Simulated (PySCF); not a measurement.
Species: AsMe2(NMe2), C4H12AsN.
Geometry (PBE0-D3(BJ)/def2-SVP, Å), atoms numbered from 1 in this order:
```xyz
18
C4H12AsN angstrom
As     0.2936    0.5530    1.0290
C      2.0819    0.6731    0.2318
H      2.7237   -0.1468    0.5821
H      2.5394    1.6229    0.5467
H      2.0025    0.6448   -0.8649
C     -0.4185    2.1584    0.1571
H     -0.3482    2.0556   -0.9357
H      0.1706    3.0267    0.4886
H     -1.4646    2.3291    0.4482
N     -0.4039   -0.6816   -0.2255
C     -1.8446   -0.7725   -0.1912
C      0.2112   -1.9853   -0.1461
H     -2.1935   -1.4031   -1.0278
H     -2.3026    0.2193   -0.3245
H     -2.2547   -1.2149    0.7440
H      1.3053   -1.9085   -0.2333
H     -0.0176   -2.5449    0.7883
H     -0.1363   -2.6084   -0.9890
```

The computed photoelectron lines, unassigned: C 1s: 290.05 (area 2), 291.13 (area 2) eV; N 1s: 403.88 eV.

Computed, not measured: delta-SCF UKS SCAN, pcX-2 on the ionised atom, pcseg-1 elsewhere, spin-free X2C (PySCF). Geometry: PBE0-D3(BJ)/def2-SVP, one conformer, isolated molecule.

(1) Which carbon gives which C 1s line?

Answers

(1) 290.05 eV: C2/C6 (carbon bonded to As and 3 H); 291.13 eV: C11/C12 (carbon bonded to N and 3 H). The listed C 1s values span 1.08 eV, from C2/C6 (bonded to 3 H and As) to C11/C12 (bonded to N and 3 H).

Bonded neighbours of each site: C2/C6: 3 H and As; N10: 2 C and As; C11/C12: N and 3 H.

Q: Which effective nuclear charge Zeff reproduces each element's mean 1s value in the hydrogen-like formula E = 13.606 eV × Zeff²?

A: C (Z = 6): mean 290.6 eV, Zeff = 4.62, Z − Zeff = 1.38; N (Z = 7): mean 403.9 eV, Zeff = 5.45, Z − Zeff = 1.55. Means run over the listed sites, weighted by atom count.

The first atom of each set that the bonding makes equivalent was ionised and stands for the set. No level of arsenic is listed.

The run took 75 s wall on an Intel Xeon at 2.70 GHz with one thread, shared host with 64 logical CPUs at a one-minute load of 62, and the process peaked at 0.73 GiB of memory.
